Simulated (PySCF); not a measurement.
## UHF on Nb (niobium, neutral)

Configuration: [Kr] 4d3 5s1 5p1, one real determinant (an excited configuration). All numbers are calculated (PySCF 2.14, scalar relativity by spin-free X2C-1e, in x2c-TZVPPall with one added diffuse shell each of s, p, d, f type (9s7p7d3f1g, 95 functions)).

| Quantity | Value |
| --- | --- |
| Total energy | -3817.179406 hartree |
| One-electron energy | -5265.4873 hartree |
| Hartree (Coulomb) energy | 1566.1058 hartree |
| Exchange energy | -117.7978 hartree |
| ⟨S²⟩ | 8.7549 |
| ⟨L²⟩ | 13.926 |
| Sum of ⟨r⟩ | 33.26 bohr |
| Sum of ⟨r²⟩ | 72.27 bohr² |
| Traceless quadrupole moment −½Σ⟨3z² − r²⟩ along its main axis | -12.0 e·bohr² |
| Langevin diamagnetic susceptibility | -57.2 ×10⁻⁶ cm³/mol |

```
shell  electrons  mean orbital energy (hartree)  spread (hartree)  rms radius, mean of both spins (bohr)
 1s α          1                     -701.56608                 0                                 0.0415
 1s β          1                     -701.56506                 0                                 0.0415
 2s α          1                     -100.96732                 0                                  0.171
 2s β          1                     -100.94726                 0                                  0.171
 2p α          3                      -89.96499           0.00126                                  0.152
 2p β          3                      -89.94643           0.00073                                  0.152
 3s α          1                      -18.13649                 0                                  0.471
 3s β          1                      -18.12279                 0                                  0.471
 3p α          3                      -14.43340           0.00071                                  0.478
 3p β          3                      -14.41956           0.00113                                  0.478
 3d α          5                       -8.37292           0.02946                                  0.473
 3d β          5                       -8.34355           0.00739                                  0.473
 4s α          1                       -2.87048                 0                                   1.24
 4s β          1                       -2.73307                 0                                   1.24
 4p α          3                       -1.81016           0.00287                                   1.39
 4p β          3                       -1.62914           0.01274                                   1.39
 4d α          3                       -0.42543           0.00783                                   2.15
 5s α          1                       -0.31917                 0                                   3.82
 5p α          1                       -0.17411                 0                                   4.99
```

⟨L²⟩ = 13.93 against 20 for a pure G term, so this real determinant mixes terms.

Densities and radii are taken from the X2C orbitals without a picture-change correction, which distorts them close to the nucleus.

Spin-orbit constants ζ (cm⁻¹) from the X2C one-electron operator on these orbitals: bare nucleus, nucleus screened by l(l+1)(2l+1)/3 electrons, and screened by the Breit-Pauli mean field of the electrons.

```tsv
shell	bare	screened nucleus	mean field
2p	522500	497000	n/a
3p	85700	81520	n/a
3d	11910	9006	n/a
4p	10590	10070	n/a
4d	730.5	552.4	n/a
5p	697.5	663.4	n/a
```

To first order the Landé constant is A = 116.0 cm⁻¹, so the lowest level has J = 3/2 and lies 0.180 eV below the centre of the term. This holds in LS coupling only.
